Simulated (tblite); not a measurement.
C4H7BCl2.
Bonds: B1–C2, C2–C3, C3–Cl4, C3–Cl5, C3–C6, C6–C7 (double). Hydrogens: H8, H9 on B1; H10, H11 on C2; H12 on C6; H13, H14 on C7.

Computed with GFN2-xTB (tblite), gas phase: L-BFGS steps from a force-field or distance-geometry start until the largest atomic force falls under 0.01 eV/Å.

At the end of the run (lengths in Å): C7–H14 1.076, C7–H13 1.077, C3–Cl4 1.807, C2–C3 1.523, B1–C2 1.572, C2–H10 1.095, C3–Cl5 1.792, B1–C2–C3 118.4°, C3–C6–C7 126.5°, C2–C3–C6 113.2°, Cl4–C3–Cl5 106.4°, B1–C2–C3–Cl4 -58°, C2–C3–C6–C7 136°, H10–C2–B1–H8 -52°, H8–B1–C2–C3 -176°.

**Question.** These geometries were met on the way; a selection of coordinates is given. Order them by energy above the end point, lowest first.
A. C7–H14 1.104, C7–H13 1.105, C3–Cl4 1.781, C2–C3 1.499, B1–C2 1.596, C2–H10 1.115, C3–Cl5 1.773, B1–C2–C3 106.1°, C3–C6–C7 116.5°, C2–C3–C6 106.7°, Cl4–C3–Cl5 111.1°, B1–C2–C3–Cl4 -60°, C2–C3–C6–C7 114°, H10–C2–B1–H8 -118°, H8–B1–C2–C3 122°
B. C7–H14 1.039, C7–H13 1.064, C3–Cl4 1.809, C2–C3 1.531, B1–C2 1.585, C2–H10 1.082, C3–Cl5 1.803, B1–C2–C3 105.4°, C3–C6–C7 120.1°, C2–C3–C6 110.4°, Cl4–C3–Cl5 107.9°, B1–C2–C3–Cl4 -62°, C2–C3–C6–C7 111°, H10–C2–B1–H8 -122°, H8–B1–C2–C3 121°
C. C7–H14 1.075, C7–H13 1.074, C3–Cl4 1.809, C2–C3 1.525, B1–C2 1.579, C2–H10 1.097, C3–Cl5 1.791, B1–C2–C3 117.1°, C3–C6–C7 125.7°, C2–C3–C6 115.0°, Cl4–C3–Cl5 106.5°, B1–C2–C3–Cl4 -59°, C2–C3–C6–C7 112°, H10–C2–B1–H8 -100°, H8–B1–C2–C3 140°
D. C7–H14 1.075, C7–H13 1.077, C3–Cl4 1.814, C2–C3 1.527, B1–C2 1.587, C2–H10 1.096, C3–Cl5 1.793, B1–C2–C3 110.0°, C3–C6–C7 125.7°, C2–C3–C6 112.3°, Cl4–C3–Cl5 106.4°, B1–C2–C3–Cl4 -59°, C2–C3–C6–C7 110°, H10–C2–B1–H8 -127°, H8–B1–C2–C3 115°
E. C7–H14 1.081, C7–H13 1.072, C3–Cl4 1.810, C2–C3 1.521, B1–C2 1.575, C2–H10 1.095, C3–Cl5 1.801, B1–C2–C3 108.7°, C3–C6–C7 123.9°, C2–C3–C6 112.4°, Cl4–C3–Cl5 104.6°, B1–C2–C3–Cl4 -62°, C2–C3–C6–C7 109°, H10–C2–B1–H8 -128°, H8–B1–C2–C3 115°

**Answer.** C (0.064 eV), D (0.109 eV), E (0.181 eV), B (0.349 eV), A (0.600 eV).

```tsv
step	E above end (eV)	rms distance from the end, all atoms (Å)	largest force (eV/Å)	rms shift of all bonds from the end (Å)
47	0.064	0.368	0.239	0.003
12	0.109	0.486	0.177	0.005
5	0.181	0.488	0.473	0.006
2	0.349	0.495	1.389	0.014
0	0.600	0.501	2.108	0.019
```

Rows stand in the order of the answer.
